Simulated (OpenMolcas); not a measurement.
**Levels of Rh2+ by method**

```
Program             : OpenMolcas
Basis               : ANO-RCC-VTZP [7s6p4d2f1g]
Scalar Hamiltonian  : DKH2, point nucleus
Active space        : 7 electrons in 6 orbitals (4d 5s)
State averaging     : 2S+1 = 6 even, 6 roots (5 in the spin-orbit step); 2S+1 = 4 even, 60 roots; 2S+1 = 2 even, 110 roots
Spin-orbit coupling : RASSI with atomic mean-field integrals over the reference wave functions, term energies averaged over their components
```

Methods on the same reference wave functions:
A. CASSCF
B. SS-CASPT2, IPEA 0.25 Eh, imaginary shift 0.1 Eh (closed shells correlated: 4s 4p)
C. MS-CASPT2, IPEA 0.25 Eh, imaginary shift 0.1 Eh (closed shells correlated: 4s 4p)

Energies in cm-1 above 4d7 4F 9/2, the measured ground level; measured values from the list in Shadmi, J. Res. Natl. Bur. Stand. 70A, 435 (1966).

```json
{"Level": "4d7 4F 9/2", "A": "0.0", "B": "0.0", "C": "0.0", "Measured": "0.0"}
{"Level": "4d7 4F 7/2", "A": "2215", "B": "2220", "C": "2220", "Measured": "2148"}
{"Level": "4d7 4F 5/2", "A": "3638", "B": "3610", "C": "3620", "Measured": "3486"}
{"Level": "4d7 4F 3/2", "A": "4537", "B": "4490", "C": "4490", "Measured": "4322"}
{"Level": "4d7 2G 9/2", "A": "13897", "B": "13270", "C": "13280", "Measured": ""}
{"Level": "4d7 4P 3/2 [67 %]", "A": "14602", "B": "11190", "C": "11160", "Measured": "10997"}
{"Level": "4d7 4P 5/2", "A": "14940", "B": "11260", "C": "11230", "Measured": "11062"}
{"Level": "4d7 2G 7/2", "A": "15989", "B": "15370", "C": "15370", "Measured": ""}
{"Level": "4d7 4P 1/2", "A": "16331", "B": "12740", "C": "12710", "Measured": ""}
{"Level": "4d7 2H 11/2", "A": "19214", "B": "18130", "C": "18130", "Measured": ""}
{"Level": "4d7 2D 5/2(1)", "A": "20760", "B": "18580", "C": "18590", "Measured": ""}
{"Level": "4d7 2P 1/2", "A": "21155", "B": "18300", "C": "18310", "Measured": ""}
{"Level": "4d7 2H 9/2", "A": "21320", "B": "20280", "C": "20290", "Measured": ""}
{"Level": "4d7 2D 3/2(1) [67 %]", "A": "24403", "B": "22050", "C": "22060", "Measured": ""}
{"Level": "4d7 2F 5/2", "A": "32584", "B": "27330", "C": "27340", "Measured": ""}
{"Level": "4d7 2F 7/2", "A": "33596", "B": "28400", "C": "28410", "Measured": ""}
{"Level": "4d6 5s 6D 9/2", "A": "36823", "B": "42660", "C": "42670", "Measured": "43022"}
{"Level": "4d6 5s 6D 7/2", "A": "38148", "B": "43990", "C": "44000", "Measured": "44394"}
{"Level": "4d6 5s 6D 5/2 [72 %]", "A": "39045", "B": "44860", "C": "44870", "Measured": "45278"}
{"Level": "4d6 5s 6D 3/2", "A": "39651", "B": "45470", "C": "45480", "Measured": "45877"}
{"Level": "4d6 5s 6D 1/2", "A": "40005", "B": "45810", "C": "45830", "Measured": ""}
{"Level": "4d6 5s 4D 7/2(1)", "A": "50702", "B": "52910", "C": "52920", "Measured": ""}
{"Level": "4d6 5s 4D 5/2(1)", "A": "52132", "B": "54360", "C": "54370", "Measured": ""}
{"Level": "4d7 2D 3/2(2)", "A": "52248", "B": "43910", "C": "43920", "Measured": ""}
```

Deviations, from unrounded energies. A percentage is the sum of absolute deviations over the sum of measured energies, with the sign that they share, or ± where signs differ.

| Against measurement | Levels | A | B | C |
| --- | --- | --- | --- | --- |
| mean absolute deviation (cm-1) | 9 | 3600 | 260 | 250 |
| fine structure of the ground term (%) | 3 | +4.4 | +3.7 | +3.8 |
| other terms of the ground configuration (%) | 2 | +33.9 | +1.8 | +1.5 |
| other configurations (%) | 4 | -13.9 | -0.9 | -0.9 |

B, C lie about equally close to measurement and A furthest from it. The largest miss of C in the table is 4d6 5s 6D 5/2 [72 %], by -410 cm-1. The ranking rests on the paired levels alone, and a cruder setting can come out closer through cancelling errors.

Between B and C the level of the table that moves most is 4d7 4P 1/2, by 35 cm-1 (lowest in C, highest in B). Moves below CASPT2's spread within the term are not significant.

The two smallest mean deviations differ by little beside CASPT2's spread within terms, so their order carries little weight.

From A to B the spin-free energies of the other terms of 4d7 shown, above 4F, scale by factors of 0.73 to 0.95, as is usual when dynamic correlation screens the repulsion within a d or f shell.

The lowest spin-free term lies below A's lowest term by 0.485 hartree in B, 0.485 hartree in C.

CASPT2 does not keep the components of a term degenerate, so their means are used; among the terms shown or strongly mixed into the levels shown the widest spread is 1500 cm-1 (4d7 4F, C). Some high roots are left out of the spin-orbit mixing, which shifts the levels that they would mix with. A single d shell beside an s shell can misplace configurations of different d count against each other. Without dynamic correlation excited terms often stand tens of per cent too high (terms of higher spin than the ground term too low), and those without a measured partner can miss by more than the paired ones (holds for A). Blocks of more than 70 roots (2S+1 = 2 even) ran without multistate coupling (holds for C). Measured partners are found by configuration, term and J. A level has none where our copy of the source lacks it or the pairing is in doubt (some pairs that miss far off the trend of their configuration count as doubtful), and it then counts in no deviation. Levels of configurations outside the active space are missing. Levels that lie high or do not pair safely by name in every column are left out.

A share in square brackets marks a mixed level and gives the weight of the term that names it, the lowest over the columns. A number in round brackets counts repeated terms of one configuration in the order of the reference energies.
